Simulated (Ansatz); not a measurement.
`CBB(N)Br`. Total charge 0; spin multiplicity 1.

| atom | x (Å) | y (Å) | z (Å) |
| --- | --- | --- | --- |
| C1 | -1.2357 | 0.9384 | 0.9085 |
| B2 | -0.7402 | 0.2304 | -0.3888 |
| B3 | 0.5774 | -0.7968 | -0.4459 |
| N4 | 1.9298 | -0.6153 | -0.6727 |
| Br5 | -0.0482 | -2.6271 | -0.1003 |
| H6 | -0.8929 | 1.9814 | 0.7993 |
| H7 | -2.3239 | 1.0028 | 0.9868 |
| H8 | -0.8184 | 0.5638 | 1.8442 |
| H9 | -1.3731 | 0.4068 | -1.3973 |
| H10 | 2.5942 | -1.3719 | -0.6723 |
| H11 | 2.3309 | 0.2874 | -0.8614 |

(1) What are the harmonic wavenumbers in cm⁻¹ at PBE0-D4/def2-TZVP (Ansatz, finite differences of forces, unscaled)? (An estimate is asked.)

(2) Is this a minimum?

(3) Give the ideal-gas thermochemistry at 298.15 K and 1 bar (rigid rotor, harmonic oscillator; point group C1, symmetry number 1).

(4) And at 400, 500, 600, 800 and 1000 K?

Answers

(1) The calculation gave: 66, 99, 142, 177, 279, 467, 519, 568, 582, 600, 734, 853, 871, 1026, 1034, 1164, 1304, 1410, 1430, 1469, 1630, 2566, 2996, 3088, 3139, 3607, 3707.

(2) Yes, all 27 modes are real.

(3) Zero-point energy 212.5 kJ/mol; H(298) − E = 234.4 kJ/mol; entropy 362.0 J/(mol·K), of which translation 169.9, rotation 116.3, vibration 75.8; G(298) − E = 126.4 kJ/mol. Modes under 100 cm⁻¹ are hindered rotations or soft bends, so the harmonic entropy is rough.

(4) 
```csv
T (K),H − E (kJ/mol),S (J/mol/K),G − E (kJ/mol)
400,246.7,397.5,87.7
500,260.7,428.6,46.4
600,276.2,456.9,2.1
800,310.7,506.4,-94.4
1000,348.8,548.8,-200.0
```
